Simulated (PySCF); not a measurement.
C5H5N. Atoms are numbered in the order given.

```xyz
11

C     -1.4957     1.8140     0.8570
C     -0.8909     0.8468     0.4432
C     -0.1953    -0.3213    -0.0202
N     -0.9691    -1.4941    -0.1443
C      1.0894    -0.2309    -0.3488
C      2.3377    -0.1285    -0.7253
H     -2.0221     2.6784     1.2148
H     -1.6397    -1.6076     0.6116
H     -0.4087    -2.3326    -0.2668
H      2.6133     0.0859    -1.7675
H      3.1698    -0.2454    -0.0173
```

Geometry optimised at B3LYP-D3(BJ)/def2-SVP. The structure was generated by enumeration, and PubChem lists no compound with its InChIKey, so it may never have been made. The values are those of a single conformer.

Calculation: TDDFT-PBE/def2-SVPD (PySCF).

Vertical excitations. The molecule is in vacuum.

```csv
state,energy (eV),λ (nm),f,main pairs
S1,3.81,325,0.001,"HOMO→LUMO 59 %, HOMO→LUMO+1 40 %"
S2,4.72,263,0.176,"HOMO→LUMO+1 53 %, HOMO→LUMO 35 %"
S3,5.19,239,0.006,HOMO→LUMO+2 98 %
S4,5.35,232,0.001,"HOMO−1→LUMO+1 33 %, HOMO→LUMO+3 32 %, HOMO−1→LUMO 32 %"
S5,5.44,228,0.000,"HOMO→LUMO+3 64 %, HOMO−1→LUMO 23 %"
S6,5.53,224,0.009,"HOMO−2→LUMO 52 %, HOMO−2→LUMO+1 29 %, HOMO−1→LUMO+1 11 %"
S7,5.66,219,0.011,"HOMO−2→LUMO+1 52 %, HOMO−1→LUMO 14 %, HOMO−3→LUMO 9 %, HOMO−3→LUMO+1 8 %"
S8,5.87,211,0.005,HOMO→LUMO+4 96 %
S9,5.96,208,0.008,"HOMO−3→LUMO 50 %, HOMO−3→LUMO+1 43 %"
S10,6.07,204,0.004,HOMO→LUMO+5 98 %
T1,3.16,392,0,"HOMO→LUMO+1 52 %, HOMO→LUMO 46 %"
T2,3.51,354,0,"HOMO→LUMO 53 %, HOMO→LUMO+1 46 %"
T3,4.50,276,0,"HOMO−1→LUMO 51 %, HOMO−1→LUMO+1 31 %"
T4,4.92,252,0,"HOMO−2→LUMO 30 %, HOMO−2→LUMO+1 23 %, HOMO−1→LUMO+1 19 %, HOMO−1→LUMO 11 %"
```
Triplets are in the Tamm–Dancoff approximation, which puts them higher than full response would, so one can lie above its singlet here.
